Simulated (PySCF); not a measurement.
**Steps of a relaxation of [Bi(NCS)2]+**

[Bi(NCS)2]+ (singlet). PySCF 2.14.0, RKS PBE0, Bi def2-SVP with ECP60, N def2-SVP, C def2-SVP, S def2-SVP; non-relativistic Hamiltonian with scalar-relativistic core potentials where named; density fitting; no spin-orbit coupling. Origin of the start: template. Columns: position (Å) and force (eV/Å). Energies are counted from the last step; some of the 9 steps are shown. Forces carry noise of the integration grid, about 0.01 to 0.03 eV/Å.

Run from Python with OMP_NUM_THREADS=2. Where DIIS fails, smearing, a level shift and second-order steps follow.
It took 53 s on 2 threads of Arm Neoverse V1, with other jobs on the host, from the converged density of the start.

```xyz
7
step 0  E = 0.792 eV
Bi    0.0000    0.0000   -0.5809     0.00    0.00    0.15
N     2.0033    0.0000    0.3156    -2.52    0.00   -1.03
C     3.0895    0.0000    0.8017     3.29    0.00    1.84
S     4.5591    0.0000    1.4594    -1.84    0.00   -0.88
N    -2.0033    0.0000    0.3156     2.52    0.00   -1.03
C    -3.0895    0.0000    0.8017    -3.29    0.00    1.84
S    -4.5591    0.0000    1.4594     1.84    0.00   -0.88
```

```xyz
7
step 3  E = 0.150 eV
Bi    0.0000    0.0000   -0.8788     0.00    0.00   -0.23
N     1.7299    0.0000    0.3002    -0.33    0.00    0.27
C     2.7956    0.0000    0.8845     0.19    0.00   -0.17
S     4.2119    0.0000    1.5409    -0.32    0.00    0.02
N    -1.7299    0.0000    0.3002     0.33    0.00    0.27
C    -2.7956    0.0000    0.8845    -0.19    0.00   -0.17
S    -4.2119    0.0000    1.5409     0.32    0.00    0.02
```

```xyz
7
step 5  E = 0.007 eV
Bi    0.0000    0.0000   -1.0806     0.00    0.00   -0.13
N     1.5290    0.0000    0.3044     0.06    0.00    0.16
C     2.5894    0.0000    0.8942     0.30    0.00   -0.05
S     3.9668    0.0000    1.6279    -0.29    0.00   -0.05
N    -1.5290    0.0000    0.3044    -0.06    0.00    0.16
C    -2.5894    0.0000    0.8942    -0.30    0.00   -0.05
S    -3.9668    0.0000    1.6279     0.29    0.00   -0.05
```

Where does the relaxation end?

It converges at step 8 in C2v:
```xyz
7
step 8  E = 0
Bi    0.0000    0.0000   -1.1018
N     1.5289    0.0000    0.2906
C     2.5887    0.0000    0.8818
S     3.9325    0.0000    1.6648
N    -1.5289    0.0000    0.2906
C    -2.5887    0.0000    0.8818
S    -3.9325    0.0000    1.6648
```

How did the contacts change?


| contact | start (Å) | end (Å) |
| --- | --- | --- |
| Bi1–N2 (NCS) | 2.195 | 2.068 |
| Bi1–N5 (NCS) | 2.195 | 2.068 |


A frequency check found unstable modes (2, the lowest at -29 cm⁻¹), so the relaxed geometry is a saddle point, or these are noise.
